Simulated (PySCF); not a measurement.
Question: Write Cartesian coordinates for `COC(=O)C#CC(Cl)Cl` as optimised with GFN2-xTB.

Answer: 
```
atom  x, y, z in Å
C1    -2.967    0.333   -0.025
O2    -1.562    0.497    0.108
C3    -0.827   -0.591   -0.121
O4    -1.257   -1.670   -0.425
C5     0.583   -0.304    0.044
C6     1.776   -0.195    0.152
C7     3.184    0.034    0.304
Cl8    3.715    1.290   -0.859
Cl9    3.527    0.570    1.979
H10   -3.329   -0.417    0.680
H11   -3.406    1.304    0.189
H12   -3.217    0.013   -1.039
H13    3.775   -0.865    0.115
```

Orientation and origin are arbitrary. Atoms count from 1 in this order. The C–O distances run from 1.202 Å (C3=O4, drawn double) to 1.421 Å (C1–O2, drawn single), a spread of 0.219 Å. Of the pairs four or more bonds apart, O4···H12 is among the closest relative to their van der Waals radii: 2.66 Å, 98 % of the sum of Bondi's values. The 3 C–C bonds span 1.203 Å (C5≡C6, drawn triple) to 1.448 Å (C3–C5, drawn single), a spread of 0.245 Å.

Bonds between heavy atoms (Å): C1–O2 1.421, O2–C3 1.332, C3=O4 1.202, C3–C5 1.448, C5≡C6 1.203, C6–C7 1.434, C7–Cl8 1.791, C7–Cl9 1.792.

The geometry is computed with GFN2-xTB (gas phase).

Point group: Cs (every atom within 0.08 Å of its image). Whether it is a minimum is left open (no frequencies). One conformer, not necessarily the lowest (C1–O2–C3–O4 0°).
